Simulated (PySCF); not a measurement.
Br(11+): ionisation energy

Br(11+) [Ar] 3d6 [3d3/2^4 3d5/2^2, M_J = 4] → Br(12+) [Ar] 3d5 [3d3/2^4 3d5/2^1, M_J = 5/2], as a difference of total energies. Computed with PySCF 2.14 in an even-tempered Gaussian basis (17 s from 0.76 bohr⁻², ratio 2.8; 12 p from 0.98 bohr⁻², ratio 2.8; 8 d from 0.98 bohr⁻², ratio 2.8; 4 f from 4.7 bohr⁻², ratio 3), with the two-component X2C-1e Hamiltonian. Correlated levels: [Ne] frozen; the 70 highest virtual spinors dropped. "Screened" scales the spin-orbit matrix elements by Boettger's factors to mimic the two-electron term; Breit and QED terms are absent.

| method | ionisation energy (eV) |
| --- | --- |
| GHF (spin-free) | 338.52 |
| GMP2 (spin-free) | 339.85 |
| GHF (screened spin-orbit) | 351.09 |
| GMP2 (screened spin-orbit) | 351.31 |

Question: How much does correlation contribute at GMP2 (screened spin-orbit)?

Answer: 351.31 − (351.09) = 0.22 eV, measured against GHF (screened spin-orbit).

The spin-free rows relax to the high-spin LS determinant and lack the spin-orbit shift.

The labels give the starting determinants; with spin-orbit coupling the two ends relaxed to ⟨J²⟩ = 20.01, ⟨L²⟩ = 6.11, ⟨S²⟩ = 5.94 and ⟨J²⟩ = 9.77, ⟨L²⟩ = 10.52, ⟨S²⟩ = 2.13.

The determinant of Br(12+) mixes levels of different J (the jj label is only the starting occupation), so the difference between spin-free and spin-orbit rows is not the physical spin-orbit shift.

For comparison: 338 ± 2.5 eV (theoretical estimate listed by NIST; NIST Atomic Spectra Database, ionization energies).
